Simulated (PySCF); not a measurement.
## How methods differ on the interval between two levels of In²⁺

In²⁺ [Kr] 4d10 5s1 [2S1/2, M_J = 1/2] → In²⁺ [Kr] 4d9 5s2 [2D5/2, M_J = 5/2], as a difference of total energies. All numbers are calculated (PySCF 2.14, the two-component X2C-1e Hamiltonian, in x2c-SVPall-2c with one added diffuse shell each of s, p type (7s9p4d, 54 functions)). Correlated levels: [Ar] 3d10 frozen; the 6 highest virtual spinors dropped. "Screened" scales the spin-orbit matrix elements by Boettger's factors to mimic the two-electron term; Breit and QED terms are absent.

```csv
method,interval between two levels (cm⁻¹)
GHF (spin-free),129600
GMP2 (spin-free),125550
GHF (screened spin-orbit),126780
GMP2 (screened spin-orbit),122700
```
